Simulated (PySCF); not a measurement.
WO₂Cl₂, SMILES [O]=[W](=[O])([Cl])[Cl], multiplicity 1. Geometry optimised at PBE-D3(BJ)/def2-SVP. The spin state was assumed, not searched. The isomer is the one that the SMILES or the coordinates give; other isomers of the formula were not compared. The def2 effective core potentials stand for the cores of W; spin–orbit coupling is left out.

**Question.** Give the equilibrium geometry at PBE-D3(BJ)/def2-SVP (PySCF confirms it by a frequency run) as bond lengths and angles, and its point group. (Estimate from the structure and the level; the computed values follow.)

**Answer.** point group C2v.
Atoms: W1 O2 O3 Cl4 Cl5. Bond lengths (Å): W1–O2 1.715, W1–O3 1.715, W1–Cl4 2.281, W1–Cl5 2.281. Angles (°): O2–W1–O3 105.9, O2–W1–Cl4 108.8, O2–W1–Cl5 108.8, O3–W1–Cl4 108.8, O3–W1–Cl5 108.8, Cl4–W1–Cl5 115.2.
